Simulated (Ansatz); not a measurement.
Input:

```yaml
crystal:
  periodic: [false, false, false]
  atoms:
    - { symbol: Zn, position_ang: [0.467202, -0.018508, 0.018656] }
    - { symbol: Cl, position_ang: [0.450835, -0.217819, 2.216686] }
    - { symbol: O, position_ang: [0.652815, 0.162831, -1.732283] }
    - { symbol: H, position_ang: [0.728242, -0.6682, -2.21258] }
    - { symbol: O, position_ang: [-2.437167, -0.154052, 0.66143] }
    - { symbol: Si, position_ang: [-3.306245, -1.459491, 0.085435] }
    - { symbol: H, position_ang: [-2.420096, -2.646312, -0.144857] }
    - { symbol: H, position_ang: [-4.382639, -1.869655, 1.039923] }
    - { symbol: H, position_ang: [-3.897202, -1.018159, -1.204268] }
    - { symbol: H, position_ang: [-2.029946, -0.218836, 1.554656] }
basis:
  gaussian: { orbitals: def2-SVP }
hamiltonian:
  xc: pbe0
relax:
  f_tol: 0.03
  max_steps: 50
```

Command:

```bash
$ ansatz run input.yaml --threads 4 --pin off --max-ram 5120MiB --backend cpu --events-out ev --progress --plain --runs-dir out
```

Hardware: 4 threads of Intel(R) Xeon(R) 6975P-C (Granite Rapids), with other jobs on the host.

Q: Roughly how long does this run take, and how much memory?

A: 29 s, with a peak of 0.32 GiB, for 21 ionic steps.
